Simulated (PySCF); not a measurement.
BI3, SMILES IB(I)I. The structure is a stationary point at PBE0-D3(BJ)/def2-SVP. The isomer is the one that the SMILES or the coordinates give; other isomers of the formula were not compared. The def2 effective core potentials stand for the cores of I; spin–orbit coupling is left out.

Computed equilibrium geometry at PBE0-D3(BJ)/def2-SVP (PySCF confirms it by a frequency run) as a Z-matrix, and its point group:
point group D3h.
```
B
I 1 2.1188
I 1 2.1188 2 120.00
I 1 2.1188 2 120.00 3 180.00
```
